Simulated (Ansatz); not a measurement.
CH7AlO4 (`C[OH+][Al-]([OH])([OH])[OH]`). The species carries charge 0 and has multiplicity 1.

```xyz
13

C     1.416    0.488    1.218
O     0.970    0.360   -0.138
Al   -0.839   -0.200   -0.581
O    -1.254   -1.089    0.828
O    -0.174   -1.064   -1.921
O    -1.776    1.213   -0.809
H     2.474    0.752    1.226
H     1.231   -0.435    1.768
H     0.835    1.294    1.659
H     1.504   -0.274   -0.637
H    -2.055   -0.872    1.301
H    -0.567   -1.857   -2.276
H    -1.766    1.684   -1.639
```

(1) Give the diagnostics of a CCSD(T)/def2-TZVPP run (frozen core, the Gaussian-basis code of Ansatz). (Estimate.)

Answers

(1) Computed: T1 = 0.0110, largest single amplitude 0.014, largest double 0.010, (T) share of the correlation energy 3.3 %, 9 CCSD cycles. The RHF solution is stable towards an unrestricted one. T1 lies under the customary mark of 0.02 for closed shells.
